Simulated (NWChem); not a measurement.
System: C$_{3}$H$_{2}$BFO; SMILES C#CB(F)C=O

Input file for NWChem:

```
start job
memory heap 200 mb stack 700 mb global 900 mb
geometry units angstroms
  C      2.148645     1.298008    -0.524430
  C      1.221263     0.538122    -0.401061
  B      0.043780    -0.385857    -0.209885
  F      0.127971    -1.662560    -0.519992
  C     -1.377671     0.190880     0.255273
  O     -1.731224     0.574658     1.339994
  H      2.961766     1.956666    -0.634225
  H     -2.102756     0.243359    -0.597233
end
basis spherical
  * library 6-31g*
end
dft
  xc b3lyp
  iterations 150
end
driver
  maxiter 120
end
task dft optimize
task dft freq
```

NWChem printed, in part:

```
             Northwest Computational Chemistry Package (NWChem) 7.3.0
             --------------------------------------------------------

 C1  symmetry detected

                             Geometry "geometry" -> ""
                             -------------------------

 Output coordinates in angstroms (scale by  1.889725989 to convert to a.u.)

  No.       Tag          Charge          X              Y              Z
 ---- ---------------- ---------- -------------- -------------- --------------
    1 C                    6.0000     0.97338009    -2.33709788     0.03385485
    2 C                    6.0000     0.31152507    -1.33042355    -0.00134113
    3 B                    5.0000    -0.47871495    -0.04530668    -0.02867257
    4 F                    9.0000    -1.78600268    -0.05121432     0.12685526
    5 C                    6.0000     0.23888570     1.34551646    -0.37534359
    6 O                    8.0000     0.97124419     2.01962700     0.30151012
    7 H                    1.0000     1.54598407    -3.21923512     0.06562946
    8 H                    1.0000     0.00891620     1.68171121    -1.41906573

 Effective nuclear repulsion energy (a.u.)     174.0564259679

                                Z-matrix (autoz)
                                --------

 Units are Angstrom for bonds and degrees for angles

      Type          Name      I     J     K     L     M      Value
      ----------- --------  ----- ----- ----- ----- ----- ----------
    1 Stretch                  1     2                       1.20527
    2 Stretch                  1     7                       1.05216
    3 Stretch                  2     3                       1.50889
    4 Stretch                  3     4                       1.31652
    5 Stretch                  3     5                       1.60297
    6 Stretch                  5     6                       1.20370
    7 Stretch                  5     8                       1.12039
    8 Bend                     1     3     4               121.65554
    9 Bend                     1     3     5               119.87905
   10 Bend                     2     3     4               120.93652
   11 Bend                     2     3     5               120.55996
   12 Bend                     3     5     6               129.54418
   13 Bend                     3     5     8               111.71176
   14 Bend                     4     3     5               118.29242
   15 Bend                     6     5     8               118.72896
   16 Bend                     7     3     4               121.81158
   17 Bend                     7     3     5               119.73524
   18 Torsion                  2     3     5     6         -74.66905
   19 Torsion                  2     3     5     8         103.87535
   20 Torsion                  1     2     4     3         177.95617
   21 Torsion                  4     3     5     6         110.56103
   22 Torsion                  4     3     5     8         -70.89456
   23 Torsion                  1     2     5     3        -178.06135
   24 Torsion                  3     4     1     7         178.34618
   25 Torsion                  3     5     1     7        -178.54553
   26 Torsion                  6     5     3     7         -73.96307
   27 Torsion                  7     3     5     8         104.58133

                           NWChem Geometry Optimization
                           ----------------------------

 maximum gradient threshold         (gmax) =   0.000450
 rms gradient threshold             (grms) =   0.000300
 maximum cartesian step threshold   (xmax) =   0.001800
 rms cartesian step threshold       (xrms) =   0.001200
 fixed trust radius                (trust) =   0.300000
 source of zmatrix                         =   autoz

[...]

      ----------------------
      Optimization converged
      ----------------------

  Step       Energy      Delta E   Gmax     Grms     Xrms     Xmax
  ---- ---------------- -------- -------- -------- -------- --------
@   33    -315.40047256 -1.7D-08  0.00003  0.00001  0.00012  0.00028
                                     ok       ok       ok       ok

                                Z-matrix (autoz)
                                --------

 Units are Angstrom for bonds and degrees for angles

      Type          Name      I     J     K     L     M      Value     Gradient
      ----------- --------  ----- ----- ----- ----- ----- ---------- ----------
    1 Stretch                  1     2                       1.21442   -0.00003
    2 Stretch                  1     7                       1.06799   -0.00003
    3 Stretch                  2     3                       1.51325    0.00003
    4 Stretch                  3     4                       1.33076    0.00002
    5 Stretch                  3     5                       1.60741    0.00001
    6 Stretch                  5     6                       1.21895    0.00001
    7 Stretch                  5     8                       1.11769    0.00000
    8 Bend                     1     3     4               121.62336   -0.00000
    9 Bend                     1     3     5               121.66186    0.00000
   10 Bend                     2     3     4               120.82877   -0.00000
   11 Bend                     2     3     5               122.45645    0.00000
   12 Bend                     3     5     6               122.86720    0.00000
   13 Bend                     3     5     8               117.36121   -0.00000
   14 Bend                     4     3     5               116.71477    0.00000
   15 Bend                     6     5     8               119.77158    0.00000
   16 Bend                     7     3     4               121.89192    0.00000
   17 Bend                     7     3     5               121.39330   -0.00000
   18 Torsion                  2     3     5     6          -0.06112   -0.00000
   19 Torsion                  2     3     5     8         179.94742    0.00000
   20 Torsion                  1     2     4     3        -179.98749    0.00000
   21 Torsion                  4     3     5     6         179.94089   -0.00000
   22 Torsion                  4     3     5     8          -0.05057    0.00000
   23 Torsion                  1     2     5     3         179.98974   -0.00000
   24 Torsion                  3     4     1     7         179.99882   -0.00000
   25 Torsion                  3     5     1     7        -179.99883    0.00000
   26 Torsion                  6     5     3     7          -0.06378   -0.00000
   27 Torsion                  7     3     5     8         179.94476    0.00000

                         Geometry "geometry" -> "geometry"
                         ---------------------------------

[...]

 Rotational Constants
 --------------------
 A=   0.148618 cm-1  (  0.213823 K)
 B=   0.102063 cm-1  (  0.146843 K)
 C=   0.060509 cm-1  (  0.087057 K)

 Temperature                      =   298.15K
 frequency scaling parameter      =   1.0000

 Zero-Point correction to Energy  =   27.716 kcal/mol  (  0.044168 au)
 Thermal correction to Energy     =   31.793 kcal/mol  (  0.050666 au)
 Thermal correction to Enthalpy   =   32.385 kcal/mol  (  0.051609 au)

 Total Entropy                    =   80.646 cal/mol-K
   - Translational                =   39.181 cal/mol-K (mol. weight =  84.0183)
   - Rotational                   =   26.954 cal/mol-K (symmetry #  =        1)
   - Vibrational                  =   14.511 cal/mol-K

 Cv (constant volume heat capacity) =   20.680 cal/mol-K
   - Translational                  =    2.979 cal/mol-K
   - Rotational                     =    2.979 cal/mol-K
   - Vibrational                    =   14.721 cal/mol-K

[normal modes left out]

 ----------------------------------------------------------------------------
 Normal Eigenvalue ||           Projected Infra Red Intensities
  Mode   [cm**-1]  || [atomic units] [(debye/angs)**2] [(KM/mol)] [arbitrary]
 ------ ---------- || -------------- ----------------- ---------- -----------
    1       -0.000 ||    0.000162           0.004         0.158       0.037
    2       -0.000 ||    0.000033           0.001         0.032       0.008
    3       -0.000 ||    0.000200           0.005         0.195       0.046
    4        0.000 ||    0.000068           0.002         0.066       0.016
    5        0.000 ||    0.000490           0.011         0.478       0.113
    6        0.000 ||    0.000240           0.006         0.234       0.055
    7       62.606 ||    0.012167           0.281        11.861       2.806
    8      118.409 ||    0.004023           0.093         3.922       0.928
    9      209.541 ||    0.001159           0.027         1.130       0.267
   10      244.628 ||    0.012384           0.286        12.072       2.856
   11      418.338 ||    0.001890           0.044         1.843       0.436
   12      503.980 ||    0.021097           0.487        20.567       4.865
   13      577.611 ||    0.022421           0.517        21.857       5.171
   14      662.163 ||    0.058724           1.355        57.247      13.543
   15      667.110 ||    0.023205           0.535        22.622       5.352
   16      748.147 ||    0.033039           0.762        32.208       7.619
   17      942.972 ||    0.011593           0.267        11.301       2.673
   18     1164.559 ||    0.126101           2.909       122.929      29.081
   19     1331.419 ||    0.211089           4.870       205.780      48.680
   20     1430.601 ||    0.095555           2.205        93.152      22.036
   21     1781.549 ||    0.038777           0.895        37.801       8.943
   22     2191.530 ||    0.157873           3.642       153.902      36.408
   23     2858.385 ||    0.177452           4.094       172.989      40.923
   24     3483.173 ||    0.030951           0.714        30.173       7.138
 ----------------------------------------------------------------------------
```

Level: B3LYP/6-31G* (spherical d).
